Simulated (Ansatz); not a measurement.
`O/C=C/[SiH3]` and `[SiH3]/C=C\S` differ in one element.

Ansatz, PBE0-D4/def2-TZVP geometries, multiplicity 1. Each molecule was computed in one conformer, which needn't be the lowest.

```csv
property,`O/C=C/[SiH3]`
HOMO energy (B3LYP/def2-TZVPP) / eV,-6.86
HOMO–LUMO gap (B3LYP/def2-TZVPP) / eV,6.77
LUMO energy (PBE/def2-TZVPP) / eV,-0.85
HOMO energy (PBE/def2-TZVPP) / eV,-5.90
LUMO energy (ωB97M-V/def2-TZVPP) / eV,2.27
HOMO energy (ωB97M-V/def2-TZVPP) / eV,-9.28
```

(1) What does the change do to each property? (Best estimate.)

Results:

(1) Computed: 
```csv
property,`[SiH3]/C=C\S`,shift
HOMO energy (B3LYP/def2-TZVPP) / eV,-6.55,0.31
HOMO–LUMO gap (B3LYP/def2-TZVPP) / eV,5.63,-1.14
LUMO energy (PBE/def2-TZVPP) / eV,-1.63,-0.78
HOMO energy (PBE/def2-TZVPP) / eV,-5.71,0.19
LUMO energy (ωB97M-V/def2-TZVPP) / eV,1.28,-0.99
HOMO energy (ωB97M-V/def2-TZVPP) / eV,-8.86,0.42
```

With PBE0 the HOMO rises by 0.31 eV and the LUMO falls by 0.88 eV, so the gap narrows by about 1.19 eV. PBE moves the HOMO by 0.19 eV and ωB97M-V by 0.42 eV.

B3LYP here is the variant with VWN-RPA as its local correlation; programs differ in this.
